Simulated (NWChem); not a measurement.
System: CH4MoO3; SMILES [CH3][Mo](=[O])(=[O])[OH]

```xyz
9

Mo    -0.0551     0.0580     0.0001
O      0.8499    -0.3636     1.3742
O      0.8495    -0.3679    -1.3729
O     -0.6206     1.8430    -0.0025
H     -0.1840     2.7125    -0.0049
C     -1.7439    -1.2051     0.0024
H     -2.3456    -0.9945     0.9115
H     -1.4427    -2.2719     0.0041
H     -2.3459    -0.9974    -0.9072
```
Atoms are numbered in this order, from 1.

Computed with NWChem. STO-3G and 3-21G are far too small for this property and stand as cheap habits. All runs use the structure optimised with PBE-D3(BJ)/def2-SVP (def2 core potentials past Kr). Not confirmed as a minimum by frequencies. Field at 589 nm.

### Question
Predict the results for B3LYP/STO-3G (all-electron, non-relativistic). Quantities: isotropic polarisability (bohr³); anisotropy (bohr³).

### Answer
```yaml
isotropic polarisability (bohr³): 34.0
anisotropy (bohr³): 9.6
```
